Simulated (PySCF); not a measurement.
All values below come from PySCF with B3LYP-D3(BJ)/def2-TZVP. Gas-phase values, no solvent. One relaxed conformer stands for a flexible species; it need not be the lowest. B3LYP has the VWN-RPA correlation part, as in Gaussian. Excitations are Tamm–Dancoff values on a coarser integration grid. The basis has no diffuse functions, so Rydberg states are missing or too high.

Reference species (SMILES): `[Br][Ga]([Br])[Br]` (neutral, multiplicity 1).

```
Quantity               Value
-------------------  -------
S1–T1 gap (TDA)      0.33 eV
S1 excitation (TDA)  4.75 eV
```

Changed species: `[OH][Ga]([Br])[Br]` (H–O–Ga–Br torsion 180°) (1 of 3 Br replaced by OH; the reference has 0 of 3 Br replaced by OH).

**Question.** Predict the effect on the S1–T1 gap (TDA) and S1 excitation (TDA).

**Answer.** the S1–T1 gap (TDA) increases by 0.06 eV, to 0.39 eV; the S1 excitation (TDA) rises by 0.47 eV, to 5.22 eV.
